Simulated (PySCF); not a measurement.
Input for PySCF: R-HF/STO-3G on ClH7Si2 (a complex), monomers drawn apart or pushed together.

```python
from pyscf import gto, scf, dft, mp
from pyscf.data.elements import chemcore

mol = gto.M(
    atom='''
    Cl   -0.08021070    0.57078754    0.20848289
    H    -0.29665679    1.26334517    1.27030651
    Si    0.41994904   -1.16515520    3.46991379
    Si   -0.23123907    0.99082973    4.12623702
    H     1.66974521   -1.10487595    2.67849970
    H    -0.64782448   -1.80089483    2.66519765
    H     0.65713876   -1.97830964    4.68775970
    H    -1.48160262    0.94868388    4.92124640
    H    -0.48769286    1.85585045    2.94144947
    H     0.82992252    1.64437713    4.92880889
    ''',
    basis='sto-3g',
    charge=0, spin=0, verbose=3, max_memory=1800)
mf = scf.RHF(mol)
mf.conv_tol = 1e-8
mf.max_cycle = 100
mf.kernel()
if not mf.converged:
    mf = mf.newton().run(mf.mo_coeff, mf.mo_occ)
```

Output:

```
converged SCF energy = -1029.82660748106
```

Self-consistency was reached.

Cost: about 0.18 core-seconds (a rough figure).
